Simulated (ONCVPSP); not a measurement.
**copper: one change to an ONCV potential, before and after**

ONCVPSP 4.0.1 input, shortened (lines: element, Z, core and valence counts, functional; n l f; lmax; l rc ep ncon nbas qcut; lloc lpopt rc5 dvloc0; l nproj debl; icmod fcfact rcfact), LDA (Perdew-Wang 92), scalar-relativistic:

```
  Cu 29.00    3    4  -001012      upf
    1    0    2.00
    2    0    2.00
    2    1    6.00
    3    0    2.00
    3    1    6.00
    3    2   10.00
    4    0    1.00
    2
    0    1.25    0.00    4    8    8.70
    1    0.70    0.00    5    8   10.10
    2    1.20    0.00    3    8   14.90
    4    5    0.60    0.00
    0    2    3.40
    1    2    1.10
    2    1    2.40
    3    5.75    1.25
```

In the p channel the program set the typed energies aside and used -2.647, 0.250 Ha.

Change: p: rc 0.74.

Cutoffs: the cutoffs (Ha) at which the residual kinetic energy of the hardest occupied pseudo-wave falls to 1 and 0.1 mHa per electron; they do not see the model core or the augmentation charge, which bear on the density cutoff. Errors are all-electron minus pseudo energies relative to the spin-unpolarised reference configuration.

**Question.** Predict the effect on cutoff, ghosts and configuration errors.

**Answer.** The potential gets neither clearly harder nor softer (257 Ha and 360 Ha → 248 Ha and 332 Ha); the errors of the 3 common tests hardly move; neither file shows a bound ghost.

| quantity | base | changed |
| --- | --- | --- |
| cutoff, loose | 257 Ha | 248 Ha |
| cutoff, tight | 360 Ha | 332 Ha |
| loose cutoff by channel | s 24 Ha, p 257 Ha, d 78 Ha | s 24 Ha, p 248 Ha, d 78 Ha |
| bound ghosts | none | none |
| GHOST(+) flags under 300 eV | s at 282.9 eV | s at 282.9 eV |
| tests with a reliable result | 3 of 4 | 3 of 4 |
| error for 3s2 3p6 3d10 4s0, meV [ΔE 8.43 eV] | +2.3 | +2.3 |
| error for 3s2 3p6 3d9 4s0, meV [ΔE 30.12 eV] | -5.4 | -5.4 |
| error for 3s2 3p6 3d10 4s0 4p1, meV [ΔE 4.26 eV] | +1.0 | +1.0 |
| s: phases at 1.27 bohr within 0.05 rad from the reference energy up to (Ha; the scan ends near 5) | to the end of the scan | to the end of the scan |
| d: phases at 1.21 bohr within 0.05 rad from the reference energy up to (Ha; the scan ends near 5) | 2.8 | 2.8 |
| rms error of d²Exc/dni dnj with the model core, mHa | 1.05 | 1.05 |
